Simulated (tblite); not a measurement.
Compound: C₅H₁₂SSi.
Atom-mapped SMILES: `[CH3:1]/[CH:2]=[CH:3]/[CH2:4][SiH2:5][S:6][CH3:7]` (hydrogens: H8, H9, H10 on C1; H11 on C2; H12 on C3; H13, H14 on C4; H15, H16 on Si5; H17, H18, H19 on C7)

The geometry is computed with GFN2-xTB (gas phase).

Entries marked ? are missing. Bonds in one row agree within 0.01 Å.

```tsv
coordinate	value
C1–C2	1.493 Å
C2=C3	?
C3–C4	?
C4–Si5	?
Si5–S6	?
S6–C7	1.817 Å
C1–H8, C1–H9, C1–H10	1.089 Å
C2–H11	1.083 Å
C3–H12	1.082 Å
C4–H13, C4–H14	1.091 Å
Si5–H15, Si5–H16	1.464 Å
C7–H17, C7–H18, C7–H19	1.085 Å
C1–C2–C3	?
C2–C3–C4	124.8°
C3–C4–Si5	?
C4–Si5–S6	?
Si5–S6–C7	99.3°
```

Task: Estimate the withheld lengths and angles.

Result: 
- C2=C3 = 1.323 Å, drawn double (both ends alkene CH carbon); 0.14 Å below the sum of covalent radii, 1.46 Å.
- C3–C4 = 1.488 Å, drawn single (alkene CH carbon to sp3 carbon bound to silicon); equal to the sum of covalent radii, 1.49 Å.
- C4–Si5 = 1.896 Å, drawn single (sp3 carbon bound to silicon to SiH2 silicon); 0.03 Å above the sum of covalent radii, 1.87 Å.
- Si5–S6 = 2.146 Å, drawn single (ends: SiH2 silicon; sulfur bonded to C and Si); 0.01 Å below the sum of covalent radii, 2.16 Å.
- C1–C2–C3 = 124.8°, at the alkene CH carbon; the outer atoms are 2.496 Å apart.
- C3–C4–Si5 = 110.2°, at the sp3 carbon bound to silicon; the outer atoms are 2.786 Å apart.
- C4–Si5–S6 = 106.9°, at the SiH2 silicon; the outer atoms are 3.251 Å apart.

Radii are Cordero's, carbon taken as 0.76, 0.73 or 0.69 Å for four, three, and two or fewer neighbours.

Its GFN2-xTB frequencies are all real (lowest 32 cm⁻¹). The numbers are those of one conformer (C2–C3–C4–Si5 107°, C3–C4–Si5–S6 179°, C4–Si5–S6–C7 179°).

On one thread of an Intel Xeon at 2.50 GHz, shared host with 64 logical CPUs at a one-minute load of 63, this took 3.7 s. That covers the optimisation of the geometry.
